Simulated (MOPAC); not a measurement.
A run for MOPAC: PM7 on GaGeH5 (SMILES [GaH2][GeH3]), a point of a bond scan (R = 2.697 Å).

```
PM7 1SCF PRECISE CHARGE=0 THREADS=1
GaGeH5

Ga    -1.23043577 1    -0.07769067 1    -0.29199579 1
Ge     1.15729770 1     0.07022597 1     0.27368514 1
H      2.60055403 1    -2.05270482 1    -0.55466207 1
H      1.78713141 1     1.32896781 1    -0.36154397 1
H      1.35929899 1     0.19976849 1     1.79857150 1
H     -2.21719620 1     1.04514781 1     0.20263148 1
H     -1.80126754 1    -1.26982717 1    -1.14605758 1
```

The log:

```
*******************************************************************************
 **                                                                           **
 **                              MOPAC v23.2.5                                **
 **                                                                           **
 *******************************************************************************
 ** MOPAC's Digital Object Identifier: https://doi.org/10.5281/zenodo.6511958 **
 **                                                                           **
 ** Please cite the open-source release paper for use of this MOPAC version:  **
 ** J. E. Moussa and J. J. P. Stewart (2026)                                  **
 ** MOPAC: An open-source semiempirical molecular orbital program             **
 ** J. Open Source Softw., 11(119), 8025, https://doi.org/10.21105/joss.08025 **
 *******************************************************************************

                              PM7 CALCULATION RESULTS

 *******************************************************************************
 *  PM7        - The PM7 Hamiltonian to be used
 *
 *
 *
 *                 CHARGE ON SYSTEM = 0
 *
 *
 *
 *  PRECISE    - TIGHTER CRITERIA TO BE USED
 *  1SCF       - DO 1 SCF AND THEN STOP
 *  THREADS=1  - MULTI-THREADING NOT USED
 *  T=         - A TIME OF 172800.0 SECONDS REQUESTED
 *  DUMP=N     - RESTART FILE WRITTEN EVERY 7200.0 SECONDS REQUESTED
 *******************************************************************************
PM7 1SCF PRECISE CHARGE=0 THREADS=1
 GaGeH5

   ATOM   CHEMICAL          X               Y               Z
  NUMBER   SYMBOL      (ANGSTROMS)     (ANGSTROMS)     (ANGSTROMS)

     1      Ga         -1.23043577  *  -0.07769067  *  -0.29199579  *
     2      Ge          1.15729770  *   0.07022597  *   0.27368514  *
     3       H          2.60055403  *  -2.05270482  *  -0.55466207  *
     4       H          1.78713141  *   1.32896781  *  -0.36154397  *
     5       H          1.35929899  *   0.19976849  *   1.79857150  *
     6       H         -2.21719620  *   1.04514781  *   0.20263148  *
     7       H         -1.80126754  *  -1.26982717  *  -1.14605758  *



          CARTESIAN COORDINATES

    NO.       ATOM           X           Y           Z

     1        Ga         -1.2304     -0.0777     -0.2920
     2        Ge          1.1573      0.0702      0.2737
     3         H          2.6006     -2.0527     -0.5547
     4         H          1.7871      1.3290     -0.3615
     5         H          1.3593      0.1998      1.7986
     6         H         -2.2172      1.0451      0.2026
     7         H         -1.8013     -1.2698     -1.1461

 General Reference for PM7:
 "Optimization of Parameters for Semiempirical Methods VI: More Modifications to the
 NDDO Approximations and Re-optimization of Parameters", J. J. P. Stewart, J. Mol. Mod., 1:32, 19 (2013)
 https://link.springer.com/article/10.1007/s00894-012-1667-x

           Empirical Formula: H5 Ga Ge  =     7 atoms



      MOLECULAR POINT GROUP   :   Cs


      RHF CALCULATION, NO. OF DOUBLY OCCUPIED LEVELS = 6


 -------------------------------------------------------------------------------
 PM7 1SCF PRECISE CHARGE=0 THREADS=1
 GaGeH5



     1SCF WAS SPECIFIED, SO BFGS WAS NOT USED
     SCF FIELD WAS ACHIEVED


                              PM7 CALCULATION
                                                       MOPAC v23.2.5 Linux




          FINAL HEAT OF FORMATION =        120.83606 KCAL/MOL =     505.57809 KJ/MOL


          COSMO AREA              =        118.90 SQUARE ANGSTROMS
          COSMO VOLUME            =        104.50 CUBIC ANGSTROMS

          IONIZATION POTENTIAL    =          8.694863 EV
          HOMO LUMO ENERGIES (EV) =         -8.695 -1.453
          NO. OF FILLED LEVELS    =          6
          MOLECULAR WEIGHT        =        147.3645         POINT GROUP:  Cs

          MOLECULAR DIMENSIONS (Angstroms)

            Atom       Atom       Distance
            H     6    H     3     5.77762
            H     7    H     5     4.32245
            H     4    H     5     2.34618


          SCF CALCULATIONS        =          1





   ATOM   CHEMICAL          X               Y               Z
  NUMBER   SYMBOL      (ANGSTROMS)     (ANGSTROMS)     (ANGSTROMS)

     1      Ga         -1.23043577  *  -0.07769067  *  -0.29199579  *
     2      Ge          1.15729770  *   0.07022597  *   0.27368514  *
     3       H          2.60055403  *  -2.05270482  *  -0.55466207  *
     4       H          1.78713141  *   1.32896781  *  -0.36154397  *
     5       H          1.35929899  *   0.19976849  *   1.79857150  *
     6       H         -2.21719620  *   1.04514781  *   0.20263148  *
     7       H         -1.80126754  *  -1.26982717  *  -1.14605758  *

                             CARTESIAN COORDINATES

   1   Ga       -1.230435770    -0.077690670    -0.291995790
   2   Ge        1.157297700     0.070225970     0.273685140
   3    H        2.600554030    -2.052704820    -0.554662070
   4    H        1.787131410     1.328967810    -0.361543970
   5    H        1.359298990     0.199768490     1.798571500
   6    H       -2.217196200     1.045147810     0.202631480
   7    H       -1.801267540    -1.269827170    -1.146057580


           Empirical Formula: H5 Ga Ge  =     7 atoms



      MOLECULAR POINT GROUP   :   Cs


                  EIGENVALUES
 -19.55547 -14.86017 -11.40861 -10.99057  -9.26534  -8.69486  -1.45312   0.49667
   0.88802   1.66016   3.20783   4.39632   5.12628


              NET ATOMIC CHARGES AND DIPOLE CONTRIBUTIONS

  ATOM NO.   TYPE          CHARGE      No. of ELECS.   s-Pop       p-Pop
    1         Ga           0.092230        2.9078     1.20348     1.70428
    2         Ge          -0.469601        4.4696     1.00366     3.46594
    3          H           0.219730        0.7803     0.78027
    4          H           0.054500        0.9455     0.94550
    5          H           0.054617        0.9454     0.94538
    6          H           0.028372        0.9716     0.97163
    7          H           0.020151        0.9798     0.97985
 DIPOLE           X         Y         Z       TOTAL
 POINT-CHG.    -0.063    -1.939    -1.038     2.201
 HYBRID         0.314     0.277     0.205     0.466
 SUM            0.251    -1.662    -0.834     1.876


          ATOMIC ORBITAL ELECTRON POPULATIONS

     Atom    s        px        py        pz
    1 Ga   1.20348   0.73666   0.69278   0.27485
    2 Ge   1.00366   1.17202   1.17550   1.11842
    3  H   0.78027
    4  H   0.94550
    5  H   0.94538
    6  H   0.97163
    7  H   0.97985

 **********************
 *                    *
 * JOB ENDED NORMALLY *
 *                    *
 **********************




 == MOPAC DONE ==
```

The run finished.

Cost: about 0.03 core-seconds (a rough figure).
